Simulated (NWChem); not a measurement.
Molecule: C$_{2}$H$_{5}$BO$_{3}$; SMILES C1COB(O1)O

```xyz
11

O     -0.0774     2.1235     0.0203
B     -0.0311     0.7646     0.0113
O     -1.1691    -0.0054     0.0028
C     -0.7583    -1.3715     0.1127
C      0.7773    -1.3476    -0.1119
O      1.1411     0.0329     0.0108
H      0.8146     2.4974    -0.0014
H     -1.0232    -1.7461     1.1092
H     -1.2861    -1.9731    -0.6342
H      1.0552    -1.7026    -1.1119
H      1.3250    -1.9373     0.6300
```
Atoms are numbered in this order, from 1.

Computed with NWChem. STO-3G and 3-21G are far too small for this property and stand as cheap habits. Structure relaxed at the B3LYP/6-31G* (spherical d) level. GIAO values for the isolated, static molecule; σ is the absolute isotropic shielding, δ = σ(reference) − σ with the isolated reference molecule computed at the same levels (11B: boron trifluoride, 13C: tetramethylsilane, 1H: tetramethylsilane, 17O: water).

| level | δ O1 (ppm) | δ B2 (ppm) | δ C5 (ppm) | δ H7 (ppm) | δ H8 (ppm) | δ H9 (ppm) | δ H10 (ppm) |
|---|---|---|---|---|---|---|---|
| PBE/pcSseg-1 | 74.4 | 11.5 | 72.0 | 3.09 | 4.35 | 4.30 | 4.25 |
| PBE0/pcSseg-1 | 68.8 | 11.9 | 69.2 | 3.25 | 4.22 | 4.17 | 4.14 |
| Hartree-Fock/STO-3G | … | … | … | … | … | … | … |

Question: What belongs in the gaps?

Answer: 
- Hartree-Fock/STO-3G, δ O1 (ppm): 2.1
- Hartree-Fock/STO-3G, δ B2 (ppm): 12.9
- Hartree-Fock/STO-3G, δ C5 (ppm): 57.2
- Hartree-Fock/STO-3G, δ H7 (ppm): 1.81
- Hartree-Fock/STO-3G, δ H8 (ppm): 2.31
- Hartree-Fock/STO-3G, δ H9 (ppm): 2.41
- Hartree-Fock/STO-3G, δ H10 (ppm): 2.16
